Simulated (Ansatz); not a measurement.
BFH$_{5}$NSi, SMILES `B[SiH](N)F` at its PBE0-D4/def2-TZVP geometry, where that method's forces vanish. Total charge 0; spin multiplicity 1.

```xyz
9

B     0.8402    1.3549    0.2841
Si    0.2498   -0.5617    0.3002
N    -1.2336   -0.6123   -0.5346
F     1.4315   -1.4244   -0.3794
H     1.0867    1.9823    1.2710
H     0.9212    1.9344   -0.7614
H     0.0001   -1.2109    1.6111
H    -1.9198   -1.3331   -0.3850
H    -1.3761   -0.1292   -1.4060
```

Q: What forces (eV/Å) does ωB97M-V/def2-TZVPP give on these atoms in the Gaussian-basis code of Ansatz? (Best estimate.)

A: Ansatz gave: 
```
B1   0.040  0.095  0.000
Si2 -0.068  0.060  0.220
N3  -0.055 -0.004 -0.024
F4   0.086 -0.056 -0.052
H5  -0.036 -0.088 -0.140
H6  -0.014 -0.084  0.142
H7   0.033  0.077 -0.141
H8   0.023  0.018 -0.025
H9  -0.010 -0.018  0.019
```
